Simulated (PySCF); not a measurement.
Computed IR spectrum (relative IR intensity) of a molecule C3H8Se. Coordinates come from a B3LYP-D3(BJ)/def2-SVP optimisation. Other conformers were not sampled. These are B3LYP-D3(BJ)/def2-SVP in PySCF 2.14.0 values and carry that method's errors. Frequencies are harmonic and unscaled.

Lines under 2 % of the strongest are left out, and lines within 2 cm⁻¹ are merged.

```json
[
 {"ν (cm⁻¹)": "74", "relative intensity": "2.1"},
 {"ν (cm⁻¹)": "561", "relative intensity": "2.2"},
 {"ν (cm⁻¹)": "739", "relative intensity": "14"},
 {"ν (cm⁻¹)": "899", "relative intensity": "23"},
 {"ν (cm⁻¹)": "904", "relative intensity": "25"},
 {"ν (cm⁻¹)": "977", "relative intensity": "24"},
 {"ν (cm⁻¹)": "1024", "relative intensity": "21"},
 {"ν (cm⁻¹)": "1065", "relative intensity": "6.8"},
 {"ν (cm⁻¹)": "1255", "relative intensity": "87"},
 {"ν (cm⁻¹)": "1257", "relative intensity": "26"},
 {"ν (cm⁻¹)": "1298", "relative intensity": "13"},
 {"ν (cm⁻¹)": "1394", "relative intensity": "6.4"},
 {"ν (cm⁻¹)": "1437", "relative intensity": "23"},
 {"ν (cm⁻¹)": "1445", "relative intensity": "18"},
 {"ν (cm⁻¹)": "1452", "relative intensity": "27"},
 {"ν (cm⁻¹)": "1465", "relative intensity": "32"},
 {"ν (cm⁻¹)": "1474", "relative intensity": "7.9"},
 {"ν (cm⁻¹)": "3024", "relative intensity": "100"},
 {"ν (cm⁻¹)": "3043", "relative intensity": "69"},
 {"ν (cm⁻¹)": "3055", "relative intensity": "59"},
 {"ν (cm⁻¹)": "3100", "relative intensity": "74"},
 {"ν (cm⁻¹)": "3107", "relative intensity": "9.8"},
 {"ν (cm⁻¹)": "3129", "relative intensity": "86"},
 {"ν (cm⁻¹)": "3149", "relative intensity": "23"},
 {"ν (cm⁻¹)": "3156", "relative intensity": "15"}
]
```

Which molecule gave these data?
(A) CC[Se]C
(B) CC(C)[SeH]
(C) CCC[SeH]

A, CC[Se]C
